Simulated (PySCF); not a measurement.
Excitation energy of Ne⁺ by level of theory

Ne⁺ [He] 2s2 2p5 (2P) → Ne⁺ [He] 2s1 2p6 (2S), as a difference of total energies. Computed with PySCF 2.14 in x2c-QZVPPall with one added diffuse shell each of s, p, d, f type (8s5p4d3f1g, 73 functions), with scalar relativity by spin-free X2C-1e. Correlated levels: valence: 1s2 frozen. The calculations carry no spin-orbit coupling.

| method | excitation energy (eV) | error (eV) |
| --- | --- | --- |
| UHF | 29.697 | +2.819 |
| MP2 (valence) | 27.574 | +0.696 |
| SCS-MP2 (valence) | 27.432 | +0.554 |
| CCSD (valence) | 27.148 | +0.270 |
| CCSD(T) (valence) | 26.955 | +0.077 |

Reference: 26.878 eV (measured; NIST levels, between the centres of gravity of the two terms).

Errors of the correlated levels include the incompleteness of this basis and the frozen core.
